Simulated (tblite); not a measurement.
Species: C8H12Si.
SMILES with atom numbers: `[SiH3:1][CH2:2][C:3]1=[CH:4][CH:5]=[CH:6][C:7]12[CH2:8][CH2:9]2` (hydrogens: H10, H11, H12 on Si1; H13, H14 on C2; H15 on C4; H16 on C5; H17 on C6; H18, H19 on C8; H20, H21 on C9)

Structure used (GFN2-xTB), in Å, numbered top down from 1:
```xyz
21
C8H12Si angstrom
Si     2.6672   -0.0166   -0.7173
C      1.3284    1.0170    0.1776
C      0.2249    0.1554    0.6651
C      0.2002   -0.5931    1.7893
C     -1.0401   -1.3251    1.8606
C     -1.7865   -1.0358    0.7815
C     -1.0504   -0.0701   -0.0515
C     -1.1717   -0.0541   -1.5617
C     -1.7863    1.0420   -0.7775
H      3.1590   -1.0512    0.1890
H      2.1067   -0.6386   -1.9191
H      3.7571    0.8822   -1.1071
H      1.7955    1.5228    1.0247
H      0.9478    1.7905   -0.4907
H      0.9759   -0.6452    2.5328
H     -1.2994   -1.9917    2.6637
H     -2.7620   -1.4090    0.5309
H     -1.8154   -0.7973   -2.0072
H     -0.2754    0.1509   -2.1261
H     -2.8599    1.0659   -0.6697
H     -1.3245    2.0180   -0.7876
```

Method: GFN2-xTB as coded in tblite; computed harmonic values from a numerical Hessian at the method's own geometry, unscaled. Against measured fundamentals such values can be off by several per cent, at times by over 20. Modes of hydrogen on silicon can be 10 to 20 % off. One conformer, not necessarily the lowest.

Harmonic wavenumbers (cm⁻¹): 63.6, 90.1, 98.7, 146.8, 231.0, 233.9, 312.4, 372.6, 496.6, 510.9, 549.7, 553.3, 606.4, 698.6, 748.8, 768.7, 775.6, 785.1, 788.2, 793.6, 802.2, 813.5, 832.4, 862.9, 917.9, 923.3, 937.5, 1033.8, 1046.8, 1057.2, 1059.2, 1088.7, 1117.7, 1147.5, 1179.2, 1199.3, 1210.6, 1317.1, 1341.6, 1401.4, 1427.6, 1461.8, 1487.4, 1549.8, 1629.7, 2248.2, 2255.6, 2291.9, 2966.2, 2978.9, 3082.9, 3090.2, 3093.3, 3110.0, 3119.6, 3127.5, 3141.9.

A = 2121, B = 1092, C = 839.6 MHz; mass 136.071 u (most abundant isotopes); point group C1, symmetry number 1.

Problem. What is the zero-point energy?

Solution. ½Σν̃ = 36488 cm⁻¹ = 104.33 kcal/mol.

Problem. What is S at 400 K and 1 bar for an ideal gas of classical rigid rotors and harmonic oscillators?

Solution. Translation 42.12, rotation 30.37, vibration 38.07: S = 110.6 cal/(mol K).

Problem. And Cp and H(400 K) − H(0)?

Solution. Cp = 53.16 cal/(mol K), of which vibrations give 45.21 (their classical limit is 57 R = 113.3); H(400 K) − H(0) = 11.58 kcal/mol without the zero-point energy, 8.40 from vibrations.

Problem. What must be added to the electronic energy to get the Gibbs energy at 400 K and 1 bar?

Solution. ZPE + [H(400 K) − H(0)] − T·S = 104.33 + 11.58 − 44.23 = 71.68 kcal/mol.

Problem. How do the functions run with temperature in this model?

Solution. 
```
 T (K)  S (cal/(mol K))  Cp (cal/(mol K))  H − H(0) (kcal/mol)  G − H(0) (kcal/mol)  ln q(vib)
    50             58.2              12.5                 0.48                -2.43       0.33
   100             68.4              17.3                 1.23                -5.62       1.33
298.15             96.8              40.5                 6.79               -22.08       5.97
373.15            107.0              50.0                10.19               -29.73       7.89
   500            123.6              63.4                17.42               -44.36      11.27
   750            152.9              81.1                35.66               -79.02      18.02
  1000            177.9              92.2                57.41              -120.44      24.47
```

q(vib) and H(0) count from the zero-point level.

Hindered rotation and anharmonicity are outside this model. Other conformers, if any are populated, would add a mixing term that is left out. The structure is chiral; the term R ln 2 for an equal mix with its mirror image is left out.

Hardware: one thread, Arm Neoverse V1 (aarch64), shared host with 64 logical CPUs at a one-minute load of 13. Cost: 0.94 s of wall time. This covers the Hessian and the dipole derivatives.
